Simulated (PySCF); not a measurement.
# Electron correlation in Cl⁺ (chlorine, charge +1)

[Ne] 3s2 3p3 3d1, high-spin 5D determinant (an excited configuration). Calculation: PySCF 2.14, in x2c-TZVPPall with one added diffuse shell each of s, p, d type (6s6p4d1f, 51 functions); scalar relativity by spin-free X2C-1e. Frozen: 1s2; 14 electrons correlated.

```json
{"level": "CCSD", "correlation energy (mhartree)": "-283.18"}
{"level": "(T)", "correlation energy (mhartree)": "-4.43"}
{"level": "CCSD(T)", "correlation energy (mhartree)": "-287.61"}
```

Diagnostics: T1 = 0.0026, D1 = 0.0084, largest double amplitude 0.048.

Is a single reference adequate?

Yes: T1 lies below 0.03 and no double amplitude reaches 0.07.

This basis was not built for core-valence correlation, so the inner-shell part is incomplete.
